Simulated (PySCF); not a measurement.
Compound: C₃H₄F₃O (charge -1).
Geometry (GFN2-xTB, Å), atoms numbered from 1 in this order:
```xyz
11
C3H4F3O angstrom
C      1.2406   -0.3077   -0.2900
C      0.0841    0.7368   -0.0982
O     -0.1434    1.5384   -1.0772
C     -1.1761   -0.1602    0.2787
F     -2.2926    0.5566    0.5249
F     -1.0060   -0.9095    1.4191
F     -1.5310   -1.0662   -0.6603
H      1.3518   -0.9437    0.5877
H      1.0264   -0.9172   -1.1652
H      2.1645    0.2384   -0.4638
H      0.2872    1.2370    0.9184
```

The calculation used PySCF 2.14.0, delta-SCF UKS SCAN, pcX-2 on the ionised atom, pcseg-1 elsewhere, spin-free X2C. Binding energies are ΔSCF values: E(core-ionised, relaxed orbitals) − E(ground state) at a fixed geometry, referred to the vacuum level.

Some binding energies are withheld.

```tsv
atom(s)	bonded to	level	binding energy (eV)
C1	C and 3 H	C 1s	?
C2	O, 2 C and H	C 1s	286.97
C4	3 F and C	C 1s	?
O3	C	O 1s	529.48
F5/F6/F7	C	F 1s	688.76
```

(1) What is the C 1s binding energy of C1?

(2) What is the C 1s binding energy of C4?

## Answers

(1) 285.49 eV (methyl carbon). The other listed C 1s value is that of C2; the shift against it is -1.48 eV.

(2) 292.09 eV (CF3 carbon). The other listed C 1s value is that of C2; the shift against it is +5.12 eV.

Lowest listed C 1s: C1, bonded to C and 3 H. Highest, 6.60 eV above it: C4, bonded to 3 F and C. The widest gap between neighbouring values is 5.12 eV, between 286.97 and 292.09 eV. Summing the Pauling electronegativity differences to the bonded atoms, each weighted by its formal bond order, gives -1.05 for the lowest site and +4.29 for the highest; no listed site has a larger sum than the highest.

Question: Give the binding energy of C 1s of C4 in hartree and in kJ/mol.

Answer: 292.09 eV = 10.7341 Eh = 28182 kJ/mol.

One atom of each set of topologically equivalent atoms was ionised and stands for the set; in this conformer not all members are related by symmetry, and their own values weren't computed. The species carries charge -1, so core ionisation leaves a neutral species. The basis sets have no added diffuse functions. Geometry: GFN2-xTB; no solvent, vibrations or thermal averaging.
